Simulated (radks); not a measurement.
All-electron atom: the holmium ion Ho39+ in [Ar] 3d10.

All-electron calculation, Dirac Kohn-Sham, PBE, spin-unpolarised, spherical densities, point nucleus. Program: a radial shooting solver on a logarithmic mesh with Libxc functionals.

Energy parts (eV):
total: -317803.89
kinetic: 351657.36
electron-nucleus: -729555.19
Hartree: 65779.11
exchange-correlation: -5685.18

Orbitals (lengths in bohr, moments of r in powers of bohr; r(max) is where P^2 peaks):
orbital  occ.  eigenvalue (eV)  <1/r>      <r>   r(max)       <r^4>  small-component weight
1s1/2       2        -57203.68  76.09  0.02073  0.01311   9.243e-07                6.28e-02
2s1/2       2        -10990.21  18.30  0.08733  0.07469   0.0001424                1.40e-02
2p1/2       2        -10552.06  18.27  0.07271  0.05616  0.00008723                1.41e-02
2p3/2       4        -9690.359  15.92  0.07984  0.06226   0.0001177                1.30e-02
3s1/2       2        -3698.073  6.826   0.2250   0.2093    0.004996                4.68e-03
3p1/2       2        -3509.418  6.743   0.2143   0.1966    0.004431                4.62e-03
3p3/2       4        -3321.121  6.149   0.2267   0.2089    0.005454                4.32e-03
3d3/2       4        -3004.980  6.029   0.1989   0.1644    0.003693                4.19e-03
3d5/2       6        -2963.041  5.883   0.2028   0.1678    0.003935                4.10e-03
4s1/2       0        -1805.659  3.345   0.4478   0.4440     0.07019                2.08e-03
4p1/2       0        -1726.628  3.284   0.4444   0.4398     0.07014                2.03e-03
4p3/2       0        -1663.768  3.086   0.4616   0.4587     0.08120                1.95e-03

The highest occupied level is 3d5/2 at -2963.0 eV. The density falls to 0.001 e/bohr^3 at r = 0.74 bohr. Summed over all electrons, <r^2> = 0.9958 bohr^2, which gives a Langevin (diamagnetic) susceptibility term of -0.789 x 10^-6 cm^3/mol.
